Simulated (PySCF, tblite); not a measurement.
Species: C₃H₇BF₂.
Cartesian coordinates in Å at the GFN2-xTB level; atoms count from 1:
```xyz
13
C3H7BF2 angstrom
C      2.0612    0.3187    0.5453
B      0.5919    0.5615    0.0648
C     -0.4804   -0.5934    0.1871
C     -1.9211   -0.1454    0.0542
F     -2.2779    0.6603    1.0881
F     -2.7760   -1.2051    0.1078
H      2.2599    0.9545    1.4089
H      2.7871    0.6243   -0.2062
H      2.2829   -0.7042    0.8375
H      0.2876    1.5951   -0.3950
H     -0.3871   -1.1355    1.1314
H     -0.2961   -1.3300   -0.6000
H     -2.1363    0.3997   -0.8773
```

Jobs on this species (13 atoms, 48 electrons) with PySCF (density fitting) and tblite. Hardware of each: Intel Xeon at 2.50 GHz, one thread (shared host). Times come from a shared host and carry two figures at best.

```csv
level and settings,work,basis functions,SCF cycles,wall time
B3LYP/def2-SVPD,"8 singlets by full TDDFT, 3 Tamm–Dancoff triplets, polarisability, density and orbital grids written",182,?,?
PBE0/pcSseg-1,"shieldings, charges and field gradients, density and orbital grids written",137,12,40 s
GFN2-xTB,L-BFGS relaxation,–,–,0.97 s
B3LYP/pcJ-1,"spin–spin couplings from 13 perturbed nuclei, spin–dipole term for 3 of them",232,12,74 s
```

**Question.** Fill in the missing figures.

**Answer.** 
- B3LYP/def2-SVPD; 8 singlets by full TDDFT, 3 Tamm–Dancoff triplets, polarisability, density and orbital grids written: 48 s, 12 SCF cycles

**Question.** What do all jobs in the table cost together?

**Answer.** About 2.7 min; the longest takes about 45 % of that, and about 76 times as long as the shortest.
